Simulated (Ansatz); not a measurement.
Ansatz (a program for electronic structure) input (CCSD(T)/aug-cc-pV(T+d)Z):
A basis named .json is the Basis Set Exchange file of that set.

Ansatz 0.2 input:
```yaml
crystal:
  periodic: [false, false, false]
  atoms:
    - {symbol: B, position_ang: [-0.36869591, -0.07913788, 0.04959820]}
    - {symbol: Cl, position_ang: [0.16976519, 1.59931796, 0.03846288]}
    - {symbol: Cl, position_ang: [0.78595077, -1.39475376, -0.15830628]}
    - {symbol: N, position_ang: [-1.73375421, -0.36455856, 0.11790528]}
    - {symbol: H, position_ang: [-2.26741242, -0.52999206, 0.96400982]}
basis:
  gaussian:
    orbitals: aug-cc-pV_T+d_Z.json
magnetization: {spin_polarized: true, initial_magnetization: 1}
correlation: {method: ccsd_t, electrons: outside_noble_gas}
```

End of the output:

```
integrals: 1.94 GiB planned
1317 factors; integrals over basis functions are off by at most 1.1e-3 eV
mean field: 1.13 GiB planned
mean field evaluation 1: about -27176.6737 eV, gradient 2.2e1 eV
mean field evaluation 2: about -27176.6775 eV, gradient 2.2e1 eV
mean field evaluation 4: about -27180.1362 eV, gradient 3.3e0 eV
mean field evaluation 8: about -27180.3380 eV, gradient 1.8e-1 eV
mean field evaluation 16: about -27180.3141 eV, gradient 1.1e0 eV
mean field evaluation 32: about -27178.7201 eV, gradient 4.8e-6 eV
mean field evaluation 64: about -27180.3380 eV, gradient 1.7e-1 eV
mean field -27180.33862649 eV, -998.8590210283 hartree, gradient 4.5e-6 eV, S^2 0.762501; 4 other end points of the search recorded, 0 dependent functions left out
determinant -27180.33862649 eV, -998.8590210283 hartree, with singles and doubles -27199.34354438 eV, -999.5574388787 hartree
determinant -27178.72013109 eV, -998.7995424195 hartree, with singles and doubles -27197.72662680 eV, -999.4980182536 hartree
12 core orbitals not correlated
reference -27180.33862649 eV, -998.8590210283 hartree; 12, 11 occupied and 201, 202 virtual orbitals, 1317 factors
second order -17.70541555 eV of doubles, -0.00000000 eV of singles
coupled cluster: 5.63 GiB planned
cycle   1  -18.85189050 eV  change    -1.1e0 eV  update   2.4e-2
cycle   2  -18.89389219 eV  change   -4.2e-2 eV  update   5.5e-3
cycle   3  -18.89527634 eV  change   -1.4e-3 eV  update   2.8e-3
cycle   4  -18.89661431 eV  change   -1.3e-3 eV  update   1.2e-3
cycle   5  -18.89713311 eV  change   -5.2e-4 eV  update   6.5e-4
cycle   6  -18.89755411 eV  change   -4.2e-4 eV  update   2.9e-4
cycle   7  -18.89761397 eV  change   -6.0e-5 eV  update   1.3e-4
cycle   8  -18.89764072 eV  change   -2.7e-5 eV  update   5.0e-5
cycle   9  -18.89762998 eV  change    1.1e-5 eV  update   2.5e-5
cycle  10  -18.89760753 eV  change    2.2e-5 eV  update   1.0e-5
perturbative correction -0.86878497 eV, -0.0319272586 hartree
Total energy: -27200.10501899 eV, -999.5854225543 hartree
```

It need not be the lowest isomer of its formula.
